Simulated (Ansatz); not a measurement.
The multiplicity is imposed and other spin states were not computed.

Z-matrix (Å, degrees):
```
C
C 1 1.3582
H 2 1.0952 1 121.50
H 1 1.0952 2 121.50 3 0.00
H 1 1.0952 4 116.64 2 173.29
H 2 1.0952 3 116.64 1 -173.29
Ag 1 2.3360 4 101.65 5 109.52
H 7 1.6274 1 163.10 4 -60.33
```
Charge 0, spin multiplicity 1.

The numbers are results of Ansatz (a program for electronic structure) with frozen-core CCSD(T)/def2-TZVPP // r2SCAN-D4/def2-SVP, not measurements.

```yaml
HF energy: -224.73247 Ha
MP2 correlation energy: -1.05982 Ha
```

Task: Estimate the CCSD correlation energy, the (T) correction, the total energy and the T1 diagnostic.

Result: 
The CCSD correlation energy is -1.04291 Ha and the (T) correction is -0.03969 Ha. The CCSD(T) total energy is -225.81507 Ha. The T1 diagnostic comes out as 0.016.
